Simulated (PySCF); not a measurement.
Mo(S)2(OH)2 (H2MoO2S2), SMILES [OH][Mo](=[S])([OH])=[S], multiplicity 1. Heavy atoms are numbered as in [Mo:1](=[S:2])(=[S:3])([OH:4])[OH:6]. Hydrogens are named by the atom that carries them.

Coordinates come from a PBE0-D3(BJ)/def2-SVP optimisation. The geometry has at least one imaginary mode, so it is a saddle point at that level. The spin state was assumed, not searched. The structure was generated by enumeration; whether it is a known compound was not checked. The def2 effective core potentials stand for the cores of Mo; spin–orbit coupling is left out. One conformer was computed; it need not be the lowest.

Method: CAM-B3LYP/def2-TZVP in PySCF.

ESP charges are fitted to the potential on shells at 1.4 to 2.0 van der Waals radii. Atomic charges (e), one atom of each kind:

```csv
atom,Löwdin,ESP fit
Mo1,___,0.42
S2,___,-0.18
O4 (OH),___,-0.42
H on O4,___,0.39
```

Q: Fill in the missing entries. (The exact figures need the calculation; the answer reports its results.)

A: 
- Mo1, Löwdin: -0.01
- S2, Löwdin: 0.11
- O4 (OH), Löwdin: -0.29
- H on O4, Löwdin: 0.19
